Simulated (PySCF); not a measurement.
## Trend along the halogens: MGa molecules

MP2 with triple-zeta basis sets in PySCF, for the lowest determinant that a PBE0 search found; no spin–orbit coupling. De refers to high-spin ground-configuration atoms.

```json
{"M": "F", "basis": "def2-TZVPP", "reference, frozen orbitals": "RHF, 10", "state (unpaired electrons)": "singlet (closed shell)", "Re (Å)": "1.781", "ωe (cm⁻¹)": "631", "De (eV)": "6.32"}
{"M": "Cl", "basis": "def2-TZVPP", "reference, frozen orbitals": "RHF, 14", "state (unpaired electrons)": "singlet (closed shell)", "Re (Å)": "2.204", "ωe (cm⁻¹)": "379", "De (eV)": "4.95"}
{"M": "Br", "basis": "def2-TZVPP", "reference, frozen orbitals": "RHF, 18", "state (unpaired electrons)": "singlet (closed shell)", "Re (Å)": "2.355", "ωe (cm⁻¹)": "277", "De (eV)": "4.50"}
{"M": "I", "basis": "x2c-TZVPPall", "reference, frozen orbitals": "RHF, 27", "state (unpaired electrons)": "singlet (closed shell)", "Re (Å)": "2.554", "ωe (cm⁻¹)": "228", "De (eV)": "3.91"}
```

The shortest bond is that of GaF (1.781 Å), the longest that of GaI (2.554 Å). GaF is bound most strongly (6.32 eV) and GaI least (3.91 eV).

The rows differ in basis set, which adds steps of its own.

Down a group the atoms grow and get heavier, so bonds lengthen and wavenumbers fall; this series shows no clear exception.

Correlated steps freeze the inner cores (10 to 27 orbitals); shallow outer-core shells are correlated. Spin–orbit coupling is left out, which matters for elements this heavy, above all for dissociation energies. Where the molecule has an RHF reference, its open-shell atoms are computed with UHF.
